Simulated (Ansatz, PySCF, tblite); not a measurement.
Dissociation curve of GaH, singlet.

- GFN2-xTB, 300 K electronic temperature (tblite)
- FCI = full CI/aug-cc-pVTZ, cores with 3d frozen (Ansatz, a first-principles code)
- UKS-BP86/6-31G* = unrestricted BP86/6-31G*, spherical d run with PySCF 2.14.0

Total energies in hartree (comparable only within one method and basis):

```csv
R / Å,GFN2-xTB,FCI,UKS-BP86/6-31G*
1.27,-1.61380,-1923.86153,-1925.34796
1.35,-1.64023,-1923.88569,-1925.37213
1.42,-1.65516,-1923.89983,-1925.38646
1.51,-1.66753,-1923.91104,-1925.39809
1.58,-1.67375,-1923.91576,-1925.40323
1.62,-1.67636,-1923.91725,-1925.40499
1.68,-1.67927,-1923.91817,-1925.40634
1.73,-1.68094,-1923.91795,-1925.40649
1.79,-1.68221,-1923.91676,-1925.40573
1.85,-1.68282,-1923.91477,-1925.40415
1.95,-1.68284,-1923.91015,-1925.40014
2.07,-1.68069,-1923.90324,-1925.39381
2.28,-1.67255,-1923.88950,-1925.38065
2.53,-1.65849,-1923.87294,-1925.36409
2.77,-1.64272,-1923.85837,-1925.34893
2.98,-1.62826,-1923.84722,-1925.33685
3.34,-1.60382,-1923.83207,-1925.32088
3.66,—,-1923.82275,-1925.31237
4.14,—,-1923.81486,-1925.30493
4.53,—,-1923.81196,-1925.30147
4.94,—,-1923.81058,-1925.29927
5.97,—,-1923.80970,-1925.29702
6.68,—,-1923.80961,-1925.29680
```

A dash means that the run gave no value there, or that the column was ended at a point which the program doubted or which failed a test of continuity chosen for this set; such a test can also cut sound points.

Also computed but left out beside FCI, since their determinant holds another spin at the minimum (<S²> over 0.7 above the pure value): UHF/STO-3G. The unrestricted determinant behind UKS-BP86/6-31G* is spin-contaminated at 3.34 to 6.68 Å (<S²> up to 1.0, against 0.00 for a pure singlet).
